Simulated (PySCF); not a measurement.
Choosing a basis for TDDFT

CH7GeNS.
SMILES: `C[NH][GeH2][SH]`

TDDFT with PBE0 (PySCF), vertical singlets, core orbitals frozen in the response, spherical d and f functions. One conformer (not necessarily the lowest) at the PBE0-D3(BJ)/def2-SVP geometry, without solvent, vibrations or thermal averaging. The PBE0/6-31G* calculation is non-relativistic and has no spin–orbit coupling, an omission that weighs most on germanium.

| basis | functions | diffuse | S1 (eV) | S2 (eV) | S3 (eV) | S4 (eV) | S5 (eV) | LUMO (eV) | α (au) |
| --- | --- | --- | --- | --- | --- | --- | --- | --- | --- |
| 6-31G* | 92 | no | 6.13 | 6.19 | 6.37 | 6.46 | 6.71 | 0.62 | 60.4 |
| def2-SVP | 113 | no | 6.22 | 6.33 | 6.53 | 6.66 | 6.77 | 0.91 | 60.8 |
| def2-SVPD | 161 | yes | 5.64 | 5.88 | 6.03 | 6.20 | 6.30 | 0.02 | 75.5 |
| aug-cc-pVDZ | 172 | yes | 5.31 | 5.70 | 5.76 | 5.97 | 6.06 | -0.36 | 76.5 |
| def2-TZVP | 189 | no | 5.82 | 6.01 | 6.30 | 6.33 | 6.52 | 0.38 | 70.1 |
| def2-TZVPD | 237 | yes | 5.50 | 5.77 | 5.92 | 6.12 | 6.14 | -0.12 | 76.6 |

Problem. Compare the sets with the largest diffuse one.

Solution. States are compared by their number. Against the largest diffuse basis here (def2-TZVPD, itself not a converged limit), sets without diffuse functions differ by up to 0.72 eV in S1 and 0.63 eV in S5; the smaller diffuse sets differ by up to 0.18 and 0.16 eV. Every set without diffuse functions puts S1 more than 0.3 eV higher, so even the lowest state needs them here. State by state, the largest deviation of a set without diffuse functions is S1 0.72, S2 0.57, S3 0.61, S4 0.55, S5 0.63 eV. The same number needn't mean the same state in each row. Against def2-TZVPD the polarisability deviates by -21% in 6-31G*, -21% in def2-SVP, -1% in def2-SVPD, 0% in aug-cc-pVDZ, -8% in def2-TZVP.
